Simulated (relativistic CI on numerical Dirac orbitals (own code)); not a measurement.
Sb25+: computed level list

Method of calculation: Dirac-Coulomb-Breit CI, separate exchange-only KLI orbitals for each configuration, model QED (radiative potential, 1s self-energy scaled to tabulated hydrogen-like ionisation energies), unscaled Slater integrals (own radial code, finite nucleus).

CI space (outside the closed core [Ne]): 3s2.3p6.3d8, 3s2.3p5.3d9, 3s2.3p4.3d10, 3s.3p6.3d9, 3p6.3d10, 3s.3p5.3d10, 3s2.3p6.3d7.4s, 3s2.3p6.3d7.4p, 3s2.3p6.3d7.4d, 3s2.3p4.3d9.4s, 3s2.3p6.3d7.4f, 3s2.3p5.3d8.4s, 3s2.3p4.3d9.4p, 3s2.3p6.3d6.4s2, 3s2.3p5.3d8.4p, 3s2.3p4.3d9.4d. Levels of other configurations are missing.

The lowest level is 3s2.3p6.3d8 3F_4, with 95 % of that term; Hund's rules for 3s2.3p6.3d8 give 3F with J = 4, in agreement.

```tsv
No.	Configuration	Term	J	E (Ry)	%	Next component (%)	Landé g	Lifetime (s)
1	3s2.3p6.3d8	3F	4	0.0000	95	5 1G	1.234	
2	3s2.3p6.3d8	1D	2	0.3915	51	29 3P	1.074	4.73e+01
3	3s2.3p6.3d8	3F	3	0.6760	100		1.079	9.77e-05
4	3s2.3p6.3d8	3P	2	1.0443	53	45 3F	1.110	1.59e-04
5	3s2.3p6.3d8	3P	0	1.0445	78	22 1S		5.66e-01
6	3s2.3p6.3d8	3P	1	1.2881	100		1.497	1.50e-04
7	3s2.3p6.3d8	1G	4	1.4114	95	5 3F	1.008	1.65e-04
8	3s2.3p6.3d8	1D	2	1.6762	47	34 3F	0.971	4.71e-05
9	3s2.3p6.3d8	1S	0	2.8312	78	22 3P		1.73e-05
10	3s2.3p5.3d9	3F°	4	16.2500	100		1.246	4.39e-12
11	3s2.3p5.3d9	1D°	2	16.6053	67	22 3P°	1.071	2.49e-12
12	3s2.3p5.3d9	3D°	3	17.1493	59	41 3F°	1.227	1.60e-12
13	3s2.3p5.3d9	3P°	1	17.6806	83	16 1P°	1.409	1.77e-12
14	3s2.3p5.3d9	3D°	2	17.6904	54	25 3P°	1.158	1.52e-12
15	3s2.3p5.3d9	3P°	0	17.9103	100			1.86e-12
16	3s2.3p5.3d9	3F°	3	18.0946	43	32 1F°	1.114	1.39e-12
17	3s2.3p5.3d9	3D°	1	18.2011	60	36 1P°	0.710	1.22e-12
18	3s2.3p5.3d9	3F°	2	20.7071	42	29 1D°	0.995	1.71e-12
19	3s2.3p5.3d9	3D°	2	20.7333	44	31 3F°	1.094	1.09e-12
20	3s2.3p5.3d9	1F°	3	21.3973	67	17 3F°	1.064	6.84e-13
21	3s2.3p5.3d9	1P°	1	22.1555	48	39 3D°	0.868	8.35e-13
22	3s.3p6.3d9	3D	3	30.0631	100		1.330	1.95e-12
23	3s.3p6.3d9	3D	2	30.2861	70	28 1D	1.114	2.12e-12
24	3s.3p6.3d9	3D	1	30.8201	100		0.495	2.03e-12
25	3s.3p6.3d9	1D	2	31.0327	62	30 3D	1.052	2.46e-12
26	3s2.3p4.3d10	3P	2	34.3250	78	17 1D	1.384	6.72e-13
27	3s2.3p4.3d10	1S	0	34.9247	55	44 3P		6.98e-13
28	3s2.3p4.3d10	3P	1	37.5736	100		1.497	5.48e-13
29	3s2.3p4.3d10	1D	2	38.3859	74	21 3P	1.100	4.99e-13
30	3s2.3p6.3d7.4s	5F	5	39.3788	82	16 3G	1.359	1.23e-08
```

Energies count from the lowest computed level; ° marks odd parity; lifetimes are radiative, by E1, M1, E2, M2 decay to levels of this space only.

The mean weight of the leading LS term, summed over parents, in these 30 levels is 73 %, and that of the leading jj configuration (from the same eigenvectors) 87 %, so jj coupling describes them better and the LS labels are nominal.

At this charge energies of transitions that change n are usually good to better than 1 %, and those within a shell (Δn = 0) to a few per cent. Terms inside the open d or f shell come out 10 to 20 % too wide with unscaled integrals.

LS names give the leading component of a level, which can be under half, so a name can repeat, a term be missing and a line seem to break the LS rules.
